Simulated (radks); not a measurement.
The mean radii <r> (bohr) of the occupied orbitals of an atom or ion are listed with their occupations. Calculated with a radial shooting solver on a logarithmic mesh with Libxc functionals: Dirac Kohn-Sham, BLYP, spin-unpolarised, spherical densities, point nucleus.

orbital  occ.      <r>
1s1/2       2  0.01898
2s1/2       2  0.07976
2p1/2       2  0.06611
2p3/2       4  0.07384
3s1/2       2   0.2082
3p1/2       2   0.1981
3p3/2       4   0.2125
3d3/2       4   0.1863
3d5/2       6   0.1908
4s1/2       2   0.4681
4p1/2       2   0.4746
4p3/2       4   0.5075
4d3/2       4   0.5286
4d5/2       6   0.5401
5s1/2       2    1.133
5p1/2       2    1.261
5p3/2       4    1.369
4f5/2       6   0.6696
4f7/2       8   0.6822
6s1/2       2    3.140
5d3/2     0.4    2.142
5d5/2     0.6    2.218
6d3/2     0.4    10.52
6d5/2     0.6    10.73

Name the element and its charge. Open shells, if any, are shared by 2j + 1.

Answer. Z = 72, hafnium, charge 0: Hf in [Xe] 4f14 5d1 6s2 6d1. The 1s radius gives Z: for a bare nucleus <r> = (2 gamma + 1)/(2Z) with gamma = sqrt(1 - (Z/c)^2), 0.01876 bohr for Z = 72, and screening makes it slightly larger (0.01898 here). The occupations add up to 72, and the charge is Z minus that.
